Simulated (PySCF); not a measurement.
Simulated characterisation data

[PySCF 2.14.0 with density-fitted response routines: coordinates at the GFN2-xTB level; σ from GIAO-PBE0/pcSseg-1; one conformer; isolated molecule; no relativistic terms; one averaged value for each set of equivalent atoms]

Referencing at the same level of theory: ¹H (σ = 31.72 ppm), ¹³C (σ = 186.93 ppm) against TMS. Splittings of carbon signals by F and P are missing where no couplings were computed. Where no couplings were computed, multiplicities follow the n + 1 count of equivalent neighbours, and m marks all less simple cases (inequivalent or close neighbours, rings, F or P nearby). Shifts are as computed. Against solution values, carbons near 30 ppm lie about +3 ppm off and those near 130 ppm about +5 ppm; carbons on Cl a further +6 ppm. Of 1211 compounds with measured shifts, 218 miss one by over three times the rms of a fit or turn the order of signals round; such compounds aren't used in these exercises. Carbons bonded to Cl come out too deshielded.

Compound 1 (C4H6NPSi). ¹H NMR (400 MHz, computed): δ 9.47 (m, 1H), 9.43 (m, 1H), 8.86 (m, 1H), 4.59 (s, 3H). ¹³C{¹H} NMR (computed): δ 170.0, 164.2, 156.0, 154.6. Structure: SMILES n1c([SiH3])cpcc1.

Compound 2 (C8H9Cl). ¹H NMR (400 MHz, computed): δ 7.31 (m, 1H), 6.89 (d, 1H), 6.46 (s, 1H), 3.08 (m, 1H), 2.20 (m, 1H), 2.14 (m, 1H), 1.54 (s, 3H). ¹³C{¹H} NMR (computed): δ 167.1, 157.6, 153.7, 147.5, 84.2, 61.7, 60.8, 19.2. Structure: SMILES C[C@@]12C=C[C@@H](C1)C(Cl)=C2.
